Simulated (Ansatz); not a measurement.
Ansatz (a quantum-chemistry and plane-wave program) input:
A basis named .json is the Basis Set Exchange file of that set.

Ansatz 0.2 input:
```yaml
crystal:
  periodic: [false, false, false]
  atoms:
    - {symbol: V, position_ang: [-0.00000000, -0.00000000, -0.40758025]}
    - {symbol: O, position_ang: [0.00000000, 0.00000000, 1.17179321]}
basis:
  gaussian:
    orbitals: def2-TZVPPD.json
    fitting: {mean_field: def2-universal-jkfit, correlation: def2-TZVPPD-RIFIT.json}
total_charge: 1
magnetization: {spin_polarized: true, initial_magnetization: 2}
correlation: {method: mp2, electrons: outside_noble_gas}
```

**Question.** What final total energy does it print?

**Answer.** -1017.80790 Eh (RI-MP2/def2-TZVPPD). The basis has 107 functions.

This state (charge 1, triplet) is run at the relaxed geometry of the species with charge 0 and multiplicity 4.

The determinant is spin-contaminated: <S^2> is 2.68 against 2.00 for a pure state.
